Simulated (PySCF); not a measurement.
## GaTe: frontier orbitals

BP86 at R = 2.427 Å; PySCF, scalar-relativistic core potentials, basis sets Ga cc-pVDZ-PP with ECP10, Te cc-pVDZ-PP with ECP28. State: ²Σ⁺ (doublet), unpaired electrons σ ↑. Only the outer orbitals are listed, counted within each symmetry, core potentials removing the inner ones.

| spin | orbital | occ. | ε (eV) | on Ga (%) | main shells (%) |
| --- | --- | --- | --- | --- | --- |
| α | 7σ | 1 | -15.22 | 14 | 85 Te s, 9 Ga s |
| α | 8σ | 1 | -10.05 | 70 | 70 Ga s, 20 Te p, 9 Te s |
| α | 9σ | 1 | -6.16 | 50 | 49 Te p, 34 Ga p, 16 Ga s |
| α | 5π | 1 | -5.67 | 18 | 82 Te p, 16 Ga p |
| α | 5π | 1 | -5.67 | 18 | 82 Te p, 16 Ga p |
| α | 6π | 0 | -2.57 | 83 | 82 Ga p, 15 Te p |
| α | 6π | 0 | -2.57 | 83 | 82 Ga p, 15 Te p |
| α | 10σ | 0 | -0.19 | 84 | 76 Ga p, 19 Te p |
| β | 7σ | 1 | -14.87 | 15 | 84 Te s, 10 Ga s |
| β | 8σ | 1 | -9.58 | 70 | 70 Ga s, 20 Te p, 10 Te s |
| β | 5π | 1 | -5.51 | 17 | 83 Te p, 16 Ga p |
| β | 5π | 1 | -5.51 | 17 | 83 Te p, 16 Ga p |
| β | 9σ | 0 | -5.26 | 51 | 49 Te p, 31 Ga p, 18 Ga s |
| β | 6π | 0 | -2.27 | 83 | 83 Ga p, 15 Te p |
| β | 6π | 0 | -2.27 | 83 | 83 Ga p, 15 Te p |

**Question.** Which are the highest filled and the lowest empty level, where do they sit, and how wide is the gap?

**Answer.** Highest filled β 5π at -5.51 eV (in %: 83 Te p, 16 Ga p); lowest empty β 9σ at -5.26 eV (in %: 49 Te p, 31 Ga p, 18 Ga s); the gap at BP86 is 0.25 eV.

```
bond order (Mayer)                               : 1.96
⟨S²⟩                                             : 0.753
charge on Ga (Mulliken, basis-dependent)         : 0.12
charge on Ga (Löwdin, basis-dependent)           : 0.02
dipole moment (positive dipole means Ga(−)Te(+)) : -2.25 D
```

Spin–orbit coupling is left out. The state was picked by a PBE0 search and need not be the measured ground state.
